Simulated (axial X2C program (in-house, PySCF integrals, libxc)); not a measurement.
# TeF⁺: nuclear properties from DFT to coupled cluster

Computed with an in-house all-electron X2C program for linear molecules (integrals from PySCF): two-component X2C with atomic mean-field Coulomb and Gaunt terms, Gaussian nuclei, basis Te dyall-acv3z, F dyall-av3z with contracted cores.

R = 1.838 Å (near the PBE0 minimum at charge 1 of the determinant lowest at the starting distance; the state shown can have its own minimum elsewhere); state Ω = 1 (⟨Sz⟩ = 0.99, ⟨Lz⟩ = 0.01 at PBE0).

```tsv
level	Eeff magnitude (GV/cm)	Ws magnitude Te (kHz)	A∥/gI Te (MHz)	qzz Te (a.u.)	A∥/gI F (MHz)
PBE0	1.12	0.444	-1400	5.85	-18.5
HF	2.22	1.52	-1220	5.90	15.7
B3LYP	1.95	0.931	-1310	6.15	-22.1
```

Eeff is the effective electric field on the electron electric dipole moment in this Ω state and Ws the scalar–pseudoscalar constant of the nucleus named (defined with the proton number Z and per Ω); A∥ (defined per Ω) follows by multiplying with gI = μI/(I μN); qzz is the electric field gradient, eQq0 = 234.96 MHz × Q/barn × qzz. The operators were transformed with the bare-nucleus X2C matrices; with these basis sets, hyperfine constants and field gradients can be off by tens of per cent, and where levels differ in sign neither size nor sign is settled.

Finite-field MP2, CCSD and CCSD(T), with 22 electrons correlated in 130 natural virtual spinors (MP2 remainder added):

```tsv
level	Eeff magnitude (GV/cm)	Ws magnitude Te (kHz)	A∥/gI Te (MHz)	qzz Te (a.u.)	A∥/gI F (MHz)
MP2	3.48	1.87	-1420	5.87	-26.7
CCSD	1.73	0.831	-1100	5.70	-9.59
CCSD(T)	2.06	1.02	-1070	5.66	-12.2
```

T1 = 0.017 (Lee–Taylor). One unrestricted determinant, the lowest of a limited PBE0 search, is the reference; the functionals treat spin collinearly. With several open shells it need not be a pure state. The sign of Eeff is opposite to CCSD(T) at HF. Eeff spreads by more than a factor of two over the levels. Correlation of the inner shells is missing, which matters for properties at the nucleus. Number of frozen shells: Te 4 s, 3 p, 1 d; F 1 s.

(1) By how much does correlation change each value, CCSD(T) against HF?

Results:

(1) A∥/gI Te -12 %; qzz Te -4 %; A∥/gI F from 15.7 to -12.2, a change of sign.
